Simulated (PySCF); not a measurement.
Does the answer move with the share of exact exchange?

Compound: C₂H₆BN.
Geometry (PBE0-D3(BJ)/def2-SVP, Å), atoms numbered from 1 in this order:
```
atom  x, y, z in Å
B1     2.0821   -0.1025    0.0085
N2     0.5640   -0.0324    0.1940
C3    -0.5772    0.0199    0.3309
C4    -2.0122    0.0872    0.5040
H5     2.4742    1.0568    0.0168
H6     2.2618   -0.6572   -1.0675
H7     2.5057   -0.7539    0.9539
H8    -2.5177   -0.3470   -0.3709
H9    -2.3288    1.1345    0.6160
H10   -2.3095   -0.4731    1.4024
```

PySCF, def2-SVPD basis, density fitting, gas phase, PBE0-D3(BJ)/def2-SVP geometry; singlet excitations by full TDDFT with frozen cores, triplets by Tamm–Dancoff TDDFT and ionisation energies by ΔSCF, from the lowest of the holes tried. One functional is left out:

| functional | exact exchange (%) | HOMO energy (eV) | LUMO energy (eV) | lowest singlet excitation (eV) | lowest triplet excitation (eV) | dipole moment (D) | mean polarisability (au) | vertical ionisation energy (eV) |
| --- | --- | --- | --- | --- | --- | --- | --- | --- |
| LDA | 0 | -6.49 | -1.62 | 4.87 | 4.54 | 6.808 | 59.7 | 9.91 |
| PBE | 0 | -6.43 | -1.46 | 4.97 | 4.55 | 6.872 | 58.3 | 9.83 |
| PBE0 | 25 | -7.64 | -0.47 | 5.65 | 5.03 | 7.285 | 55.1 | 9.97 |
| BHandHLYP | 50 | -8.82 | 0.23 | 6.28 | 5.44 | 7.672 | 52.6 | 10.02 |

Q: Predict the row of B3LYP (20 % exact exchange) by straight lines through the other rows, and check it.

A: 
```
                       property   line  computed  computed − line  PBE0 (25 %), for comparison
               HOMO energy (eV)  -7.40     -7.46            -0.06                        -7.64
               LUMO energy (eV)  -0.78     -0.74            +0.04                        -0.47
 lowest singlet excitation (eV)   5.48      5.52            +0.04                         5.65
 lowest triplet excitation (eV)   4.91      4.98            +0.07                         5.03
              dipole moment (D)  7.180     7.257           +0.077                        7.285
       mean polarisability (au)   56.3      55.8             -0.5                         55.1
vertical ionisation energy (eV)   9.94     10.01            +0.07                         9.97
```
